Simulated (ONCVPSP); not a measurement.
u(r) = r·R(r): atom against pseudo-atom (phosphorus)

Columns: radius, all-electron u(r) and pseudo u(r) of the 3p shell (level -5.65 eV) of phosphorus in the configuration [Ne] 3s1.75 3p3.25; PBE, scalar-relativistic, ONCV scheme, ONCVPSP 4.0.1.

| r (bohr) | all-electron | pseudo |
| --- | --- | --- |
| 0.080 | -0.0971 | 0.0037 |
| 0.160 | -0.2219 | 0.0147 |
| 0.240 | -0.2890 | 0.0324 |
| 0.320 | -0.2941 | 0.0562 |
| 0.400 | -0.2527 | 0.0856 |
| 0.480 | -0.1816 | 0.1203 |
| 0.560 | -0.0943 | 0.1601 |
| 0.640 | -0.0001 | 0.2042 |
| 0.720 | 0.0942 | 0.2511 |
| 0.800 | 0.1845 | 0.2994 |
| 0.880 | 0.2683 | 0.3476 |
| 0.960 | 0.3442 | 0.3948 |
| 1.040 | 0.4116 | 0.4406 |
| 1.120 | 0.4707 | 0.4848 |
| 1.200 | 0.5216 | 0.5270 |
| 1.280 | 0.5647 | 0.5660 |
| 1.360 | 0.6001 | 0.6002 |
| 1.440 | 0.6283 | 0.6283 |
| 1.520 | 0.6500 | 0.6500 |
| 1.600 | 0.6657 | 0.6657 |
| 1.680 | 0.6761 | 0.6760 |
| 1.760 | 0.6816 | 0.6816 |
| 1.840 | 0.6830 | 0.6830 |
| 1.920 | 0.6808 | 0.6808 |
| 2.000 | 0.6755 | 0.6755 |
| 2.080 | 0.6675 | 0.6675 |

(1) How many radial nodes do the two functions have?

(2) At about which radius was the pseudo-wave matched?

(3) Is the pseudo-wave norm-conserving?

## Answers

(1) The all-electron 3p function has n − l − 1 = 1; the pseudo-wave has 0, since the states of the same l below it are removed with the core.

(2) 1.45 bohr. The columns agree to 0.0005 from 1.36 bohr on; several derivatives are matched, so the curves merge somewhat inside the radius.

(3) Yes: the ONCV scheme keeps the norm inside the radius equal to the all-electron one, which fixes the energy derivative of the logarithmic derivative at the level.
